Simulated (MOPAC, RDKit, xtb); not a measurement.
Internal rotation in SMILES c1ccc(o1)[SiH2]c1ccco1. Scanned: dihedral O3–C4–Si5–C6; all other coordinates were relaxed at GFN2-xTB. Points at φ and −φ are mirror images.

Geometry of the scan point at -160° (Å):
```
19

C     -3.4365    -0.7541     0.2929
C     -2.8523    -0.2525    -0.8305
O     -1.6442     0.2521    -0.5517
C     -1.4197     0.0808     0.7745
Si     0.1950     0.7405     1.4568
C      0.5269    -0.1348     3.0790
C      0.2257    -1.3794     3.5670
C      0.7972    -1.4648     4.8549
C      1.4114    -0.2672     5.0637
O      1.2569     0.5357     4.0040
C     -2.5083    -0.5360     1.3339
H     -4.3994    -1.2171     0.3666
H     -3.1863    -0.2010    -1.8485
H      1.2631     0.4675     0.4863
H      0.1040     2.1826     1.7153
H     -0.3366    -2.1363     3.0593
H      0.7581    -2.2953     5.5301
H      1.9672     0.1159     5.8972
H     -2.6230    -0.7975     2.3660
```

Methods: MMFF94 // GFN2-xTB (RDKit); UFF // GFN2-xTB (RDKit); PM6, restricted, heats of formation // GFN2-xTB (MOPAC); PM7, restricted, heats of formation // GFN2-xTB (MOPAC); GFN1-xTB // GFN2-xTB (xtb).

Least-squares fit of E(φ) = a0 + Σ (a_n cos nφ + b_n sin nφ), n = 1 to 4, to the 18 scan points, in kJ/mol above the lowest point of each profile (levels whose profile four harmonics don't fit are not listed):

```json
[
 {"method": "MMFF94", "a0": "1.50", "a1": "0.30", "b1": "0.00", "a2": "1.49", "b2": "0.00", "a3": "0.45", "b3": "0.00", "a4": "0.14", "b4": "0.00", "rms of fit": "0.05"},
 {"method": "UFF", "a0": "1.63", "a1": "-1.12", "b1": "0.00", "a2": "1.80", "b2": "0.00", "a3": "-0.53", "b3": "0.00", "a4": "0.32", "b4": "0.00", "rms of fit": "0.25"},
 {"method": "PM6", "a0": "1.00", "a1": "-0.48", "b1": "0.00", "a2": "0.88", "b2": "0.00", "a3": "0.01", "b3": "0.00", "a4": "-0.05", "b4": "0.00", "rms of fit": "0.03"},
 {"method": "PM7", "a0": "1.07", "a1": "0.70", "b1": "0.00", "a2": "1.11", "b2": "0.00", "a3": "0.27", "b3": "0.00", "a4": "0.02", "b4": "0.00", "rms of fit": "0.05"},
 {"method": "GFN1-xTB", "a0": "2.43", "a1": "-1.77", "b1": "0.00", "a2": "-1.28", "b2": "0.00", "a3": "0.37", "b3": "0.00", "a4": "0.42", "b4": "0.00", "rms of fit": "0.22"}
]
```

MMFF94 has few fitted parameters for silicon.
